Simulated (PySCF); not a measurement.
Computed Raman spectrum (relative Raman activity) of a molecule C₄H₁₀O. The structure is a stationary point at B3LYP-D3(BJ)/def2-SVP. The values are those of a single conformer. These are B3LYP-D3(BJ)/def2-SVP (PySCF) values and carry that method's errors. No scaling factor is applied to the harmonic values.

| ν (cm⁻¹) | relative intensity |
|---|---|
| 759 | 5.2 |
| 910 | 3.3 |
| 925 | 3.1 |
| 948 | 3.4 |
| 1036 | 2.1 |
| 1158 | 2.3 |
| 1256 | 2.0 |
| 1352 | 2.1 |
| 1454 | 16 |
| 1458 | 17 |
| 1470 | 3.4 |
| 3024 | 82 |
| 3039 | 100 |
| 3096 | 5.2 |
| 3103 | 59 |
| 3121 | 24 |
| 3128 | 54 |
| 3131 | 60 |
| 3804 | 46 |

Problem. Which molecule gave these data?
A. CCOCC
B. CCCCO
C. CC(C)(C)O
D. CCCOC

Solution. C, CC(C)(C)O
